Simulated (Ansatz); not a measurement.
`[F][In]([F])[Br]` + H₂Se → `[F][In]([F])[SeH]` + HBr  (ligand exchange at the In–Br bond)

Computed with Ansatz on PBE0-D4/def2-TZVP structures; ΔE is electronic, products minus reactants. CCSD(T)/CBS is the MP2 limit (def2-TZVPP, def2-QZVPP) plus CCSD(T) − MP2 in def2-TZVPP, frozen cores. DFT in def2-TZVPP. B3LYP here is the variant with VWN-RPA as its local correlation; programs differ in this. Elements past krypton have def2 core potentials. For Br, In, Se outer-core shells are correlated without core-valence functions, which leaves a few kJ/mol of doubt a bond. Scalar relativity is left out up to krypton. Each species was taken in one conformer, which may not be the lowest.

| level | ΔE (kcal/mol) | difference from CCSD(T)/CBS |
| --- | --- | --- |
| LDA (SPW92) | 0.0 | -1.9 |
| PBE-D4 | 1.0 | -0.9 |
| BLYP-D4 | 1.3 | -0.6 |
| r2SCAN-D4 | 2.0 | 0.1 |
| B3LYP-D4 | 1.8 | -0.1 |
| r2SCAN0-D4 | 2.2 | 0.3 |
| BHLYP-D4 | 2.8 | 0.9 |
| r2SCAN | 2.0 | 0.1 |
| PBE0 | 1.8 | -0.1 |
| r2SCANh | 2.1 | 0.2 |
| BHLYP | 3.1 | 1.2 |
| CCSD(T)/def2-SVP | 3.1 | 1.2 |
| MP2/def2-TZVPP | 1.4 | -0.5 |
| MP2/def2-QZVPP | 1.5 | -0.4 |
| HF/CBS(def2) | 5.7 | 3.8 |
| MP2/CBS(def2) | 1.4 | -0.5 |
| CCSD(T)/CBS | 1.9 | 0 |

Largest T1 diagnostic among the species: 0.015.

From PBE to PBE0 (25 % exact exchange), in def2-TZVPP and without D4, ΔE moves by +0.7 kcal/mol. Leaving LDA and LC-ωPBE aside and taking each functional with its dispersion term where it has one, the values, not all of them listed here, spread over 2.2 kcal/mol, from PBE-D4 to B97M-V. LDA lies −1.1 kcal/mol from PBE without D4. At CCSD(T), def2-SVP lies +1.2 kcal/mol from the extrapolated value and def2-TZVPP +0.0 kcal/mol.
